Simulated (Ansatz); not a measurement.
`[NH2][Ge]([NH2])([NH2])[Cl]` at its PBE0-D4/def2-TZVP geometry, where that method's forces vanish. The species carries charge 0 and has multiplicity 1.

```tsv
atom	x (Å)	y (Å)	z (Å)
N1	-1.169	0.184	-1.291
Ge2	-0.297	-0.094	0.280
N3	0.818	-1.530	0.218
N4	0.531	1.411	0.878
Cl5	-1.804	-0.582	1.731
H6	-1.620	-0.621	-1.700
H7	-0.653	0.696	-1.990
H8	1.319	-1.740	1.069
H9	1.440	-1.564	-0.576
H10	1.452	1.581	0.505
H11	-0.018	2.258	0.876
```

(1) For each bond, give half the difference of the two atoms' forces along it (eV/Å; positive pushes the atoms apart) under PBE-D4, r2SCAN-D4, B3LYP-D4, ωB97M-V in def2-TZVPP. (Best estimate.)

Answers

(1) Ansatz gave: 
```tsv
bond	length (Å)	PBE-D4	r2SCAN-D4	B3LYP-D4	ωB97M-V
N1–Ge2	1.818	0.08	0.01	0.11	0.02
N1–H6	1.009	0.18	0.02	-0.05	-0.02
N1–H7	1.009	0.20	0.03	-0.05	-0.02
Ge2–N3	1.819	0.08	0.00	0.11	0.02
Ge2–N4	1.818	0.07	0.00	0.10	0.01
Ge2–Cl5	2.148	0.19	0.05	0.17	-0.02
N3–H8	1.010	0.18	0.02	-0.05	-0.02
N3–H9	1.009	0.20	0.03	-0.05	-0.02
N4–H10	1.009	0.20	0.03	-0.05	-0.02
N4–H11	1.009	0.18	0.02	-0.05	-0.02
```

B3LYP here is the variant with VWN-RPA as its local correlation; programs differ in this.
